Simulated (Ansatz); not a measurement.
Compare A (`O[SiH2]C([SiH3])Cl`) with its isomer B (`C[SiH2][SiH](O)Cl`).

Computed with Ansatz on PBE0-D4/def2-TZVP structures; ΔE is electronic, products minus reactants. CCSD(T)/CBS is the MP2 limit (def2-TZVPP, def2-QZVPP) plus CCSD(T) − MP2 in def2-TZVPP, frozen cores. Functionals use def2-TZVPP. One conformer a species, not always the lowest.

Q: Which is lower in electronic energy at CCSD(T)/CBS, and by how much? (Estimate.)

A: Computed: B, by 40.9 kcal/mol.

Q: Give E(B) − E(A) in kcal/mol with CCSD(T)/def2-TZVPP, MP2/def2-TZVPP, HF/def2-TZVPP, B2PLYP, ωB97M-V, r2SCAN-D4, PBE-D4. (Estimate.)

A: Computed: CCSD(T)/def2-TZVPP -40.4, MP2/def2-TZVPP -40.5, HF/def2-TZVPP -41.9, B2PLYP -41.6, ωB97M-V -40.6, r2SCAN-D4 -43.1, PBE-D4 -43.1. None reverses the order clearly.

Largest T1 diagnostic: 0.011.

In def2-TZVPP, CCSD(T) changes the Hartree–Fock value by +1.5 kcal/mol (the triples alone add +0.5 kcal/mol) and MP2 by +1.4 kcal/mol. The D4 term adds +0.8 kcal/mol with B3LYP and +0.4 kcal/mol with PBE0; it sums over pairs of atoms, weighted by their polarisabilities, and B3LYP, whose exchange is more repulsive, gets the larger term.

B3LYP here is the variant with VWN-RPA as its local correlation; programs differ in this.
